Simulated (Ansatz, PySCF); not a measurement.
Species: C₄H₅FO, charge 0, multiplicity 1. 
Geometry from a B3LYP-D3(BJ)/def2-TZVP (Ansatz, a program for electronic structure) optimisation:
SMILES: O=C[C@@H]1C[C@H]1F
```xyz
11

O      2.5434    -0.2030    -0.2213
C      1.4853    -0.1967     0.3541
C      0.2225     0.3055    -0.2172
C     -0.8007     0.9796     0.7047
C     -1.0712    -0.3643     0.1724
F     -2.0108    -0.4961    -0.8138
H      1.4029    -0.5851     1.3942
H      0.2799     0.6748    -1.2322
H     -1.3424     1.8086     0.2725
H     -0.5553     1.0774     1.7542
H     -1.0504    -1.2307     0.8214
```

Dipole moments at this geometry, in debye (magnitudes).

```json
[
 {"level": "HF/def2-TZVPD", "program": "PySCF", "dipole (D)": "3.32"},
 {"level": "SVWN5/def2-TZVPD", "program": "Ansatz", "dipole (D)": "2.92"},
 {"level": "PBE/def2-TZVPD", "program": "Ansatz", "dipole (D)": "2.85"},
 {"level": "PBE0/def2-TZVPD", "program": "Ansatz", "dipole (D)": "2.97"},
 {"level": "BHLYP/def2-TZVPD", "program": "Ansatz", "dipole (D)": "3.12"},
 {"level": "r2SCANh/def2-TZVPD", "program": "Ansatz", "dipole (D)": "2.98"},
 {"level": "M06-2X/def2-TZVPD", "program": "PySCF", "dipole (D)": "3.00"},
 {"level": "wB97X-V/def2-TZVPD", "program": "Ansatz", "dipole (D)": "2.99"},
 {"level": "CCSD(T)/aug-cc-pVDZ", "program": "Ansatz", "dipole (D)": "2.82"}
]
```
